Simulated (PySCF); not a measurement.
**Working out the ionisation energy of Cu**

Cu [Ar] 3d10 4s1 (2S) → Cu+ [Ar] 3d10 (1S). Computed with PySCF 2.14 in aug-cc-pVTZ-DK (8s7p5d3f2g, 93 functions), with the spin-free X2C one-electron Hamiltonian (Gaussian nucleus). Frozen: [Ar]. Energies in hartree (1 hartree = 27.21139 eV):

```
            part    Cu (lower)   Cu+ (upper)
             UHF  -1653.149094  -1652.907171
CCSD correlation     -0.457116     -0.423196
             (T)     -0.023120     -0.017284
```

**Question.** What does Hartree-Fock give?

**Answer.** (-1652.907171) − (-1653.149094) = 0.241923 hartree = 6.583 eV.

**Question.** What do CCSD and CCSD(T) give?

**Answer.** The CCSD correlation energies differ by 0.033920 hartree = 0.923 eV and the triples by 0.005836 hartree = 0.159 eV, so CCSD gives 7.506 eV and CCSD(T) 7.665 eV.

Measured between the centres of the two terms (NIST): 7.726 eV, so CCSD(T) (valence) is off by -0.061 eV.

What remains against the reference includes basis incompleteness, the frozen core and higher excitations.
